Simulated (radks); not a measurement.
The numbers below are computed, except where a source is named.
Question: The phosphorus ion P0.4+, 14.6 electrons, occupied as [Ne] 3s2 3p2.6 (fractional occupations, a model configuration). Code: a radial shooting solver on a logarithmic mesh with Libxc functionals. Model: non-relativistic Kohn-Sham, LDA (Slater exchange, Perdew-Wang correlation), spin-unpolarised, spherical densities, point nucleus. Some entries of the table are withheld. Estimate them.

orbital  occ.  eigenvalue (Ry)  r(max) (bohr)
1s          2        -152.4184        0.06824
2s          2        -12.94839            (1)
2p          6         -9.44344         0.3541
3s          2              (2)            (3)
3p        2.6              (4)            (5)

Answer: 
(1) 2s r(max) (bohr): 0.4218
(2) 3s eigenvalue (Ry): -1.28353
(3) 3s r(max) (bohr): 1.561
(4) 3p eigenvalue (Ry): -0.65385
(5) 3p r(max) (bohr): 1.795
